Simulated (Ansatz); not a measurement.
Consider the formal loss of a carbene: `C[SiH2]C[AsH2]` → `C[SiH2][AsH2]` + `[CH2]` (triplet).

Calculated with Ansatz (gas phase, PBE0-D4/def2-TZVP geometries, no zero-point term in ΔE). CCSD(T)/CBS is the MP2 limit (def2-TZVPP, def2-QZVPP) plus CCSD(T) − MP2 in def2-TZVPP, frozen cores. This one scheme is used for every species. Functionals use def2-TZVPP. B3LYP here is the variant with VWN-RPA as its local correlation; programs differ in this. Triplets are unrestricted, without spin–orbit coupling. For As outer-core shells are correlated without core-valence functions, which leaves a few kJ/mol of doubt a bond. Scalar relativity is left out up to krypton. One conformer a species, not always the lowest.

`C[SiH2]C[AsH2]`:

Z-matrix (Å, degrees):
```
C
Si 1 1.870
H 1 1.093 2 110.8
H 1 1.093 2 111.2 3 120.1
H 1 1.092 2 110.7 3 -119.8
C 2 1.874 1 111.6 3 -59.6
H 2 1.491 1 109.9 3 179.8
H 2 1.491 1 109.8 3 61.5
As 6 1.979 2 112.6 1 -55.4
H 6 1.094 2 109.4 1 62.9
H 6 1.091 2 109.9 1 -178.7
H 9 1.524 6 96.5 2 -156.0
H 9 1.525 6 95.7 2 -63.3
```

`C[SiH2][AsH2]`:

Z-matrix (Å, degrees):
```
C
Si 1 1.872
H 1 1.092 2 110.8
H 1 1.093 2 110.6 3 119.9
H 1 1.092 2 110.8 3 -120.1
As 2 2.369 1 109.4 3 62.6
H 2 1.489 1 110.4 3 179.9
H 2 1.488 1 110.3 3 -60.8
H 6 1.523 2 92.2 1 -74.6
H 6 1.522 2 92.5 1 -167.0
```

`[CH2]` (triplet):

Cartesian coordinates in Å:
```
C -0.201 0.184 -0.045
H -0.582 -0.798 0.188
H 0.783 0.615 -0.143
```

```csv
level,ΔE (kJ/mol),difference from CCSD(T)/CBS
r2SCAN-D4,388.9,-27.4
PBE,406.9,-9.4
B3LYP,393.3,-23.0
HF/def2-TZVPP,266.2,-150.1
SCS-MP2/def2-TZVPP,423.4,7.1
CCSD/def2-TZVPP,396.0,-20.3
HF/def2-QZVPP,266.6,-149.7
MP2/def2-QZVPP,427.9,11.6
MP2/CBS(def2),431.4,15.1
CCSD/CBS(def2),404.5,-11.8
CCSD(T)/CBS,416.3,0
```

Largest T1 diagnostic among the species: 0.011.

From PBE to PBE0 (25 % exact exchange), in def2-TZVPP and without D4, ΔE moves by −6.8 kJ/mol. The D4 term adds +13.4 kJ/mol with B3LYP and +7.3 kJ/mol with PBE0; it sums over pairs of atoms, weighted by their polarisabilities, and B3LYP, whose exchange is more repulsive, gets the larger term. In def2-TZVPP, CCSD(T) changes the Hartree–Fock value by +141.6 kJ/mol (the triples alone add +11.7 kJ/mol) and MP2 by +156.7 kJ/mol.
